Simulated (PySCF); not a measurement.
SMILES [SiH3][Ga]([SiH3])[Cl] (B3LYP/def2-SVP optimised geometry):

```
10

Ga     0.017    -0.418     0.000
Cl    -0.816    -2.449    -0.054
Si    -1.668     1.339     0.000
H     -1.776     1.900    -1.382
H     -1.266     2.449     0.916
H     -3.004     0.820     0.415
Si     2.453    -0.418     0.000
H      3.004     0.965     0.121
H      2.950    -1.017    -1.275
H      2.961    -1.237     1.141
```

Calculation: B3LYP/def2-TZVP run with PySCF 2.14.0.

**Question.** What are the frontier orbital energies and the dipole moment?

**Answer.** HOMO-2 -8.77 eV, HOMO-1 -8.71 eV, HOMO -7.14 eV, LUMO -2.58 eV, LUMO+1 -0.85 eV; dipole moment 2.14 D.

On the same geometry PBE/def2-TZVP (PySCF) gives HOMO-2 -7.73 eV, HOMO-1 -7.65 eV, HOMO -6.31 eV, LUMO -3.10 eV, LUMO+1 -1.46 eV; dipole moment 2.00 D.

Meta-Löwdin charges at B3LYP/def2-TZVP: Ga1 0.31, Cl2 -0.31, Si3 0.22, H4 -0.07, H5 -0.08, H6 -0.07, Si7 0.22, H8 -0.08, H9 -0.07, H10 -0.07.
